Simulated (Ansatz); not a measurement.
```yaml
crystal:
  periodic: [false, false, false]
  atoms:
    - {symbol: F, position_ang: [1.148429, 1.208975, 1.172102]}
    - {symbol: C, position_ang: [0.062103, 0.533415, 0.788216]}
    - {symbol: Ga, position_ang: [0.238570, -0.457236, -0.927196]}
    - {symbol: I, position_ang: [-1.888131, -1.720833, -1.520021]}
    - {symbol: H, position_ang: [-0.834294, 1.249656, 0.761250]}
    - {symbol: H, position_ang: [-0.179838, -0.221672, 1.608727]}
    - {symbol: H, position_ang: [1.424210, -0.462271, -1.908670]}
basis:
  gaussian: {orbitals: def2-TZVPP}
magnetization: {spin_polarized: true, initial_magnetization: 1}
hamiltonian: {xc: {name: B2GP-PLYP}}
output: {forces: true}
```

```sh
$ ansatz run in.yaml --threads 4 --pin off --events-out ev --progress --plain --max-ram 10444MiB
```

Shortened log:

```
Error: a molecule whose nuclei and cores have a total charge of 74 cannot have a net charge of 0 together with 1 unpaired electrons
```

(1) Something in this input is off. What?

Answers

(1) The number of unpaired electrons doesn't fit the electron count. The input was rejected before any iteration.
